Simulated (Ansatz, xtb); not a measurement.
Relative energy of two structures of F2Ga2H4S2

Structure a is a singlet given by its coordinates and structure b is `[F][Ga@H-]1[SH+][Ga@H-]([F])[SH+]1`, a singlet. Both are isolated molecules in the gas phase, relaxed with PBE0-D4/def2-SVP.

a (Å):

```xyz
10

F    -0.3323    1.2033   -1.7646
F    -0.0554    1.9961    0.9347
Ga   -0.8938    0.6727   -0.1765
Ga    1.8116    1.3942    1.0660
S     0.8543   -0.7821    0.4677
S     2.8209    2.1831   -0.7167
H    -2.3674    0.4048    0.1981
H     0.3398   -1.0492    1.6913
H     2.2334    1.4190    2.5580
H     1.7343    1.9403   -1.4933
```

Close contacts (Å): F1–Ga3 1.77, F2–Ga3 1.92, F2–Ga4 1.97, Ga3–S5 2.36, Ga4–S5 2.45, Ga4–S6 2.20, Ga3–H7 1.54, Ga4–H9 1.55, S5–H8 1.35, S6–H10 1.36.

b (Å):

```yaml
atoms:
  - { symbol: F, position_ang: [-2.2114, 1.0252, 0.7385] }
  - { symbol: F, position_ang: [3.0919, 0.3594, -0.0659] }
  - { symbol: Ga, position_ang: [-0.7344, 1.9090, 0.3721] }
  - { symbol: Ga, position_ang: [1.5297, -0.3848, 0.2961] }
  - { symbol: S, position_ang: [0.7552, 1.0600, 2.0455] }
  - { symbol: S, position_ang: [0.1722, 0.5992, -1.4175] }
  - { symbol: H, position_ang: [-0.6829, 3.4458, 0.1592] }
  - { symbol: H, position_ang: [1.7611, 1.9316, 1.7964] }
  - { symbol: H, position_ang: [1.3253, -1.9013, 0.5323] }
  - { symbol: H, position_ang: [1.1664, 1.4616, -1.7359] }
```

Problem. Estimate E(b) − E(a) at the level CCSD(T)/def2-SVP + ΔMP2/def2-TZVPP.

Solution. Calculated at CCSD(T)/def2-SVP + ΔMP2/def2-TZVPP: E(b) − E(a) = +2.7 kcal/mol, so structure a lies lower.

How the difference moves with the method:

| level | geometry | E(b) − E(a) (kcal/mol) | departure from the last row (kcal/mol) | job, with rough time for the two |
| --- | --- | --- | --- | --- |
| PBE0-D4/def2-SVP | PBE0-D4/def2-SVP | +4.1 | +1.3 | optimisation, 2.1 min |
| HF/def2-SVP | PBE0-D4/def2-SVP | +6.8 | +4.1 | part of the CCSD(T) run |
| MP2/def2-SVP | PBE0-D4/def2-SVP | +5.3 | +2.5 | part of the CCSD(T) run |
| CCSD(T)/def2-SVP | PBE0-D4/def2-SVP | +5.5 | +2.8 | single point |
| CCSD(T)/def2-SVP + ΔMP2/def2-TZVPP | PBE0-D4/def2-SVP | +2.7 |  | single point, 2.2 min |

None of the levels shown reverses the order. The largest departure from CCSD(T)/def2-SVP + ΔMP2/def2-TZVPP is that of HF/def2-SVP, 4.1 kcal/mol. Levels run at GFN2-xTB geometries aren't shown. The last row adds to CCSD(T) the change of the MP2 difference between the two basis sets, here −2.8 kcal/mol.

With thermal terms from frequencies at re-optimised GFN2-xTB minima (ideal gas, soft modes damped towards free rotors, one conformer each, 298.15 K, 1 atm): the zero-point term adds +0.4 kcal/mol; ΔH is +2.9 and ΔG +3.8 kcal/mol.

The correlated steps freeze 30 core orbitals; the filled d shell of Ga is correlated, in a basis made for valence electrons. Mirror images aren't counted in ΔG. Programs: Ansatz 0.2.0, xtb 6.7.1; the last row on 2 threads of Arm Neoverse V2 on a shared host.
